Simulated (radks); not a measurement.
The numbers below are computed, except where a source is named.
Orbital eigenvalues (eV) of the potassium ion K3+, [Ne] 3s2 3p4, at several levels of relativity; Dirac values are averaged over j with weights 2j + 1. Spin-unpolarised spherical Kohn-Sham, PBE, point nucleus unless stated (finite: rms radius 3.4349 fm), a radial shooting solver on a logarithmic mesh with Libxc functionals. A level marked "c x" has the speed of light scaled by that factor and shares open shells by 2j + 1; other Dirac levels either fill j = l - 1/2 first or share by 2j + 1.

shell  non-rel.  scalar-rel.  Dirac, 2j+1 shares  Dirac, c x 5  change of magnitude, last against first (%)
1s      -3548.9      -3566.2             -3565.8       -3549.6                                        +0.02
2s      -392.93      -395.91             -395.85       -393.04                                        +0.03
2p      -322.55      -322.80             -322.74       -322.56                                        0.00
3s      -72.008      -72.401             -72.395       -72.023                                        +0.02
3p      -54.771      -54.783             -54.779       -54.771                                        0.00
